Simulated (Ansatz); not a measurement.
`O=C[NH][GeH3]` → C• + Ge• + 5 H• + N• + O•  (atomization)

Computed with Ansatz on PBE0-D4/def2-TZVP structures; ΔE is electronic, products minus reactants. CCSD(T)/CBS adds triple-zeta CCSD(T) − MP2 to the extrapolated MP2 energy (def2 sets, frozen cores). This one scheme is used for every species, atoms too. Functionals use def2-TZVPP. Open shells (•) are unrestricted, without spin–orbit coupling. Spin–orbit coupling would lower the free atoms: a little for C, O; clearly for Ge. For Ge outer-core shells are correlated without core-valence functions, so the limit isn't a true one: a few kJ/mol of doubt a bond, and 10 to 20 or more in all where bonds break to atoms. Scalar relativity is left out up to krypton. One conformer a species, not always the lowest.

```
           level  ΔE (kJ/mol)
       r2SCAN-D4       3163.1
      r2SCANh-D4       3132.4
          B2PLYP       3128.3
        PBE-QIDH       3120.6
             PBE       3221.7
    MP2/def2-SVP       3005.5
CCSD(T)/def2-SVP       2967.6
  MP2/def2-TZVPP       3125.5
```

(1) What does CCSD(T)/CBS give? (Estimate.)

Largest T1 diagnostic among the species: 0.015.

Answers

(1) Ansatz gave: +3160.8 kJ/mol. The listed levels differ from it by 2.3, -28.4, -32.5, -40.2, 60.9, -155.3, -193.2, -35.3 kJ/mol.

From r2SCAN to r2SCAN0 (25 % exact exchange), in def2-TZVPP and without D4, ΔE moves by −75.1 kJ/mol: exact exchange takes away binding that semilocal exchange gives to molecules. In def2-TZVPP, CCSD(T) changes the Hartree–Fock value by +932.9 kJ/mol (the triples alone add +58.7 kJ/mol) and MP2 by +981.4 kJ/mol; breaking electron pairs costs correlation energy, which Hartree–Fock lacks. At CCSD(T), def2-SVP lies −193.2 kJ/mol from the extrapolated value and def2-TZVPP −83.7 kJ/mol: correlation converges slowly with the basis, and small sets miss more of it in the bonded molecule than in its fragments.

For atomizations the MP2-based limit and the directly extrapolated one differ by several kJ/mol either way, and by 10 to 25 for some Ge, Se and Sn compounds, so smaller differences from it don't rank the levels.
